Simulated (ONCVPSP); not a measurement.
# u(r) = r·R(r): atom against pseudo-atom (phosphorus (P))

Columns: radius, all-electron u(r) and pseudo u(r) of the 3s shell (level -18.35 eV) of phosphorus in the configuration [Ne] 3s2 3p2.5; PBE, non-relativistic, ONCV scheme, ONCVPSP 4.0.1.

| r (bohr) | all-electron | pseudo |
| --- | --- | --- |
| 0.098 | 0.1274 | 0.0201 |
| 0.195 | -0.1731 | 0.0440 |
| 0.292 | -0.3543 | 0.0748 |
| 0.390 | -0.3718 | 0.1146 |
| 0.488 | -0.2765 | 0.1649 |
| 0.585 | -0.1250 | 0.2256 |
| 0.682 | 0.0457 | 0.2956 |
| 0.780 | 0.2139 | 0.3727 |
| 0.878 | 0.3652 | 0.4530 |
| 0.975 | 0.4922 | 0.5331 |
| 1.072 | 0.5952 | 0.6102 |
| 1.170 | 0.6758 | 0.6798 |
| 1.268 | 0.7348 | 0.7354 |
| 1.365 | 0.7736 | 0.7736 |
| 1.463 | 0.7956 | 0.7956 |
| 1.560 | 0.8029 | 0.8029 |
| 1.658 | 0.7983 | 0.7983 |
| 1.755 | 0.7841 | 0.7841 |
| 1.852 | 0.7623 | 0.7623 |
| 1.950 | 0.7347 | 0.7347 |
| 2.047 | 0.7031 | 0.7031 |
| 2.145 | 0.6684 | 0.6684 |
| 2.242 | 0.6323 | 0.6323 |
| 2.340 | 0.5950 | 0.5950 |
| 2.438 | 0.5576 | 0.5576 |
| 2.535 | 0.5210 | 0.5210 |

Q: How many radial nodes do the two functions have?

A: The all-electron 3s function has n − l − 1 = 2; the pseudo-wave has 0, since the states of the same l below it are removed with the core.

Q: At about which radius was the pseudo-wave matched?

A: 1.50 bohr. The columns agree to 0.0005 from 1.36 bohr on; several derivatives are matched, so the curves merge somewhat inside the radius.

Q: Where does each function peak?

A: Outermost all-electron maximum near 1.56 bohr, pseudo maximum near 1.56 bohr (to the table’s step).

Q: Is the pseudo-wave norm-conserving?

A: Yes: the ONCV scheme keeps the norm inside the radius equal to the all-electron one, which fixes the energy derivative of the logarithmic derivative at the level.
